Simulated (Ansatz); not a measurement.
Reaction (ligand exchange at the Al–O bond): `[CH3][Al]([OH])[O][SiH3]` + H–F → `[CH3][Al]([OH])[F]` + `O[SiH3]`

Computed with Ansatz on PBE0-D4/def2-TZVP structures; ΔE is electronic, products minus reactants. CCSD(T)/CBS is the MP2 limit (def2-TZVPP, def2-QZVPP) plus CCSD(T) − MP2 in def2-TZVPP, frozen cores. This one scheme is used for every species. Functionals use def2-TZVPP. Each species was taken in one conformer, which may not be the lowest.

`[CH3][Al]([OH])[O][SiH3]`:

```xyz
12

C    -1.013   -1.987   -0.412
Al    0.358   -0.642   -0.628
O     1.631   -0.915   -1.711
O     0.321    0.803    0.242
Si    0.112    2.132    1.144
H    -0.889   -2.807   -1.122
H    -0.990   -2.408    0.597
H    -2.010   -1.560   -0.552
H     2.338   -0.289   -1.856
H     0.800    1.978    2.454
H     0.676    3.321    0.450
H    -1.335    2.375    1.396
```

H–F:

```xyz
2

F    -0.347    0.100    0.285
H     0.347   -0.100   -0.285
```

`[CH3][Al]([OH])[F]`:

Z-matrix (Å, degrees):
```
C
Al 1 1.930
H 1 1.094 2 110.7
H 1 1.093 2 110.7 3 -118.2
H 1 1.091 2 111.9 3 120.8
O 2 1.689 1 120.6 3 61.4
F 2 1.654 1 121.2 3 -118.5
H 6 0.956 2 123.8 1 -179.9
```

`O[SiH3]`:

Z-matrix (Å, degrees):
```
Si
O 1 1.648
H 1 1.489 2 111.7
H 1 1.489 2 111.7 3 120.9
H 1 1.481 2 105.9 3 -119.6
H 2 0.957 1 117.9 3 -60.5
```

| level | ΔE (kJ/mol) |
| --- | --- |
| revPBE-D4 | -28.9 |
| CCSD/def2-TZVPP | -24.6 |

Question: What does CCSD(T)/CBS give? (An estimate is asked.)

Answer: Computed: -24.7 kJ/mol. The listed levels differ from it by -4.2, 0.1 kJ/mol.

Largest T1 diagnostic among the species: 0.012.

Leaving LDA and LC-ωPBE aside and taking each functional with its dispersion term where it has one, the values, not all of them listed here, spread over 7.2 kJ/mol, from B97M-V to BHLYP-D4. LDA lies +5.3 kJ/mol from PBE without D4. From r2SCAN to r2SCAN0 (25 % exact exchange), in def2-TZVPP and without D4, ΔE moves by +3.0 kJ/mol. In def2-TZVPP, CCSD(T) changes the Hartree–Fock value by +3.4 kJ/mol (the triples alone add +0.4 kJ/mol) and MP2 by +3.9 kJ/mol.
